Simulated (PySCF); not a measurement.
## How methods differ on the ionisation energy of Mo⁺

Mo⁺ [Kr] 4d5 (6S) → Mo²⁺ [Kr] 4d4 (5D), as a difference of total energies. Computed with PySCF 2.14 in x2c-TZVPall, with scalar relativity by spin-free X2C-1e. Correlated levels: valence: [Kr] frozen. The calculations carry no spin-orbit coupling.

| method | ionisation energy (eV) |
| --- | --- |
| UHF | 15.114 |
| BP86 | 16.552 |
| PBE | 16.507 |
| MP2 (valence) | 15.649 |
| SCS-MP2 (valence) | 15.293 |

How much does correlation contribute at MP2 (valence)?

15.649 − (15.114) = 0.535 eV, measured against UHF.

The reference lies between the lowest fine-structure levels, while these numbers refer to the centres of the terms.

Errors of the correlated levels include the incompleteness of this basis and the frozen core.

For comparison: 16.16 ± 0.12 eV (semi-empirical (NIST evaluation); NIST Atomic Spectra Database, ionization energies).
